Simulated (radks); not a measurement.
Effect of the nuclear size on the cadmium ion Cd18+, [Ar] 3d10 4s2. Calculated with a radial shooting solver on a logarithmic mesh with Libxc functionals: Dirac Kohn-Sham, PBE, spin-unpolarised, spherical densities, finite nucleus; Fermi nuclear charge, rms radius 4.6087 fm. The rms radius is varied about that value; shifts are against it.

rms radius (fm)	total energy shift (eV)	density at nucleus (e/bohr^3)	1s1/2 shift (meV)	2s1/2 shift (meV)	3s1/2 shift (meV)	3p1/2 shift (meV)	4s1/2 shift (meV)	4p1/2 (empty) shift (meV)	5s1/2 (empty) shift (meV)
4.0004	-0.803	1.631e+05	-337	-37.9	-7.18	0.531	-1.88	0.181	-0.766
4.3506	-0.352	1.611e+05	-148	-16.7	-3.15	0.233	-0.824	0.079	-0.336
4.6087	0	1.598e+05	0.000	0.000	0.000	0.000	0.000	0.000	0.000
4.8714	0.377	1.586e+05	158	17.8	3.37	-0.249	0.880	-0.085	0.359
5.7286	1.73	1.55e+05	725	81.7	15.5	-1.14	4.04	-0.390	1.65

Slopes of the eigenvalues against <r^2> in GHz/fm^2, as finite differences over the two radii next to the reference (eigenvalue slopes, not the field-shift constants of lines): 1s1/2 15400, 2s1/2 1730, 3s1/2 328, 3p1/2 -24.3, 4s1/2 85.8, 4p1/2 (empty) -8.27, 5s1/2 (empty) 35.0.
